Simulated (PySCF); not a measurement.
Numbering as in the mapped SMILES `[Cl:1][C:2]1=[CH:3][SiH2:4][CH:5]=[CH:6][SiH2:7]1`. Hydrogens are named by the atom that carries them.

[PySCF: shielding tensors at PBE0/pcSseg-1 (GIAO); GFN2-xTB geometry; one conformer; no solvent model; non-relativistic Hamiltonian; fast rotation and ring inversion assumed for equivalent nuclei]

Predict the 2D correlation tables (HSQC, COSY, HMBC).

Results:



HSQC (one-bond C–H):
```csv
δH,δC
7.37 (H(C5)),153.1 (C5)
7.27 (H(C6)),153.3 (C6)
7.11 (H(C3)),143.8 (C3)
```

COSY cross peaks (H two or three bonds apart, from the bond graph; peaks can be absent where the dihedral angle is near 90°):
```csv
δH,δH
7.37 (H(C5)),7.27 (H(C6))
7.37 (H(C5)),4.82 (H(Si4))
7.27 (H(C6)),4.62 (H(Si7))
7.11 (H(C3)),4.82 (H(Si4))
```

HMBC (two and three bonds, from the bond graph; two-bond peaks within aromatic rings are usually weak or absent):
```csv
δH,δC
7.37 (H(C5)),"153.3 (C6), 143.8 (C3)"
7.27 (H(C6)),"157.5 (C2), 153.1 (C5)"
7.11 (H(C3)),"157.5 (C2), 153.1 (C5)"
4.82 (H(Si4)),"157.5 (C2), 153.3 (C6), 153.1 (C5), 143.8 (C3)"
4.62 (H(Si7)),"157.5 (C2), 153.3 (C6), 153.1 (C5), 143.8 (C3)"
```

δ = σ(ref) − σ, references computed at the same level: $^{1}$H and $^{13}$C against TMS.

Carbons that carry Cl, above all several Cl atoms, come out too deshielded, partly because spin–orbit coupling is missing. Shifts are as computed. Against solution values, carbons near 30 ppm lie about +3 ppm off and those near 130 ppm about +5 ppm; carbons on Cl a further +6 ppm (rms about the fit 2.1 ppm; single classes can miss by 10 ppm). Of 1328 compounds with measured shifts, 309 miss one by over three times the rms of a fit or turn the order of signals round; such compounds aren't used in these exercises. Signals without a measured value on file couldn't be tested in this way; 1H shifts scatter by 0.2 ppm about their fit, and single ones miss by 0.5 ppm.
